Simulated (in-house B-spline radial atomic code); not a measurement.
Ionisation energies with and without relativity, with size and susceptibility from the Dirac run. Dirac energy differences include first-order Breit, QED and recoil terms. NIST's values go from ground level to ground level; the uncertainty of those that are theory runs from under 0.1 % in few-electron ions to several per cent in heavy many-electron ones. Computed with a B-spline radial code for spherical atoms: non-relativistic Hartree-Fock and Dirac-Hartree-Fock, averages of the configuration (point nuclei without relativity, finite nuclei with it).

| ion | configuration | configuration after | ionisation non-relativistic (eV) | ionisation Dirac Breit and QED (eV) | tabulated value (eV) | tabulated kind | radius at density 0.001 (bohr) | diamagnetic susceptibility (10⁻⁶ cm³/mol) |
| --- | --- | --- | --- | --- | --- | --- | --- | --- |
| Al2+ | [Ne] 3s1 | [He] 2s2 2p6 | 28.04 | 28.08 | 28.44764 | measured | 3.395 | -7.3908 |
| Si2+ | [Ne] 3s2 | [Ne] 3s1 | 31.96 | 32.02 | 33.493 | measured | 3.462 | -9.4294 |
| P2+ | [Ne] 3s2 3p1 | [Ne] 3s2 | 29.43 | 29.42 | 30.20264 | measured | 3.478 | -11.138 |
| S2+ | [Ne] 3s2 3p2 | [Ne] 3s2 3p1 | 33.31 | 33.30 | 34.86 | semi-empirical | 3.402 | -11.981 |
| Cl2+ | [Ne] 3s2 3p3 | [Ne] 3s2 3p2 | 37.29 | 37.28 | 39.8 | semi-empirical | 3.298 | -12.344 |
| Ar2+ | [Ne] 3s2 3p4 | [Ne] 3s2 3p3 | 41.38 | 41.37 | 40.735 | semi-empirical | 3.188 | -12.43 |
